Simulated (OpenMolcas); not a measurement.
**Br IV: Slater's ratio, the spin-orbit constant, worked from levels**

```json
{"Program": "OpenMolcas 26.06", "Basis": "ANO-RCC-VDZP [5s4p2d]", "Scalar Hamiltonian": "DKH3, point nucleus", "Active space": "2 electrons in 3 orbitals (4p)", "State averaging": "2S+1 = 3 even, 3 roots; 2S+1 = 1 even, 6 roots", "Spin-orbit coupling": "RASSI with atomic mean-field integrals over the reference wave functions, term energies averaged over their components"}
```

Methods: CASSCF; SS-CASPT2, IPEA 0.25 Eh, imaginary shift 0.1 Eh (closed shells correlated: 3d 4s).

**Slater's ratio.** With one set of orbitals, p2 has 1D - 3P = 6 F2 and 1S - 1D = 9 F2 (F2 = F²/25), a ratio of 3/2. Term energies are centres of gravity, weighted by 2J + 1.

```csv
Source,1D - 3P,1S - 3P,F2 from the first,Ratio
CASSCF,14781,35943,2464,1.432
SS-CASPT2,13734,31827,2289,1.317
```

Energies in cm-1. A ratio away from 3/2 shows effects beyond one configuration with one set of orbitals, and in heavier atoms second-order spin-orbit shifts.

**The spin-orbit constant.** For the Hund term 3P of p2, E(J) = (A/2) J(J+1) + constant and ζ = 2S·A = 2A. From J = 0 to J = 2 the energy changes by 3 A.

```csv
Source,E(2) - E(0),A,ζ
CASSCF,4985.9,1662.0,3324
SS-CASPT2,5012.8,1670.9,3342
```

All in cm-1. Both methods take the spin-orbit matrix elements from the reference wave functions, so the second can move ζ only through the term energies and any multistate remixing. Second-order mixing with other terms is absorbed into this ζ.

CASPT2 breaks the degeneracy within a term, and the mean is taken; among the terms shown or strongly mixed into the levels shown the widest spread is 110 cm-1 (4s2 4p2 1D, SS-CASPT2). With the s shell closed, the reference lacks s² → p² mixing. The basis is small and was not contracted for so high a charge. Levels of configurations outside the active space are missing.
